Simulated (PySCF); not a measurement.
Identify the compound

Molecular formula: C$_{9}$H$_{9}$F. Simulated spectra:

1H NMR (500 MHz, computed): δ 7.30 (m, 1H), 7.16 (m, 1H), 6.93 (m, 1H), 6.28 (m, 1H), 1.55 (m, 1H), 1.08 (m, 2H), 0.64 (m, 2H).

13C{1H} NMR (computed): δ 171.3, 153.7, 134.9, 128.6, 117.4, 111.7, 17.4, 14.6 (2C).

[PySCF 2.14.0 with density-fitted response routines: structure optimised with PBE0-D3(BJ)/def2-SVP; PBE0/pcSseg-1 with gauge-including orbitals; non-relativistic Hamiltonian; equivalent nuclei averaged; in vacuum; a single conformation]

References, each an isolated molecule treated in the same way: 1H (σ = 31.27 ppm) and 13C (σ = 184.41 ppm) vs TMS.

Q: Which of these isomers gave the spectra?
A. FCC12C=CC(C=C1)C=C2
B. C=CCc1ccc(F)cc1
C. Fc1cccc(C2CC2)c1

A: C. 

Rings plus π bonds: 5 (2 rings in the answer). 8 carbon signals for 9 carbons: some carbons are equivalent by symmetry or fast rotation. Carbon types of the structure: 2 × C, 5 × CH, 2 × CH2, which accounts for all hydrogens. δC 171.3: aromatic carbon bearing fluorine; σ withdrawal by the attached heteroatom moves it downfield of the ring CH carbons. δC 153.7: substituted aromatic carbon. δC 134.9, 128.6, 117.4, 111.7: aromatic CH. δC 17.4, 14.6: three-membered-ring carbon; carbons of three-membered rings are unusually shielded. δH 1.55, 1.08, 0.64: hydrogen on a three-membered-ring carbon; cyclopropane-type protons are shielded by the ring.

The others: FCC12C=CC(C=C1)C=C2 would give 5 carbon signals, not 8; C=CCc1ccc(F)cc1 would give 7 carbon signals, not 8.

Splittings by 19F in the carbon and heteronuclear signals aren't shown, as no couplings were computed. Shifts are as computed. Against solution values, carbons near 30 ppm lie about +2 ppm off and those near 130 ppm about +5 ppm. Of 1211 compounds with measured shifts, 218 miss one by over three times the rms of a fit or turn the order of signals round; such compounds aren't used in these exercises. No couplings were computed; multiplicities are counted from neighbouring protons, with m where these are inequivalent, close in shift, in a saturated or five-membered ring or joined by F or P, and br s for small geminal =CH2 splittings.
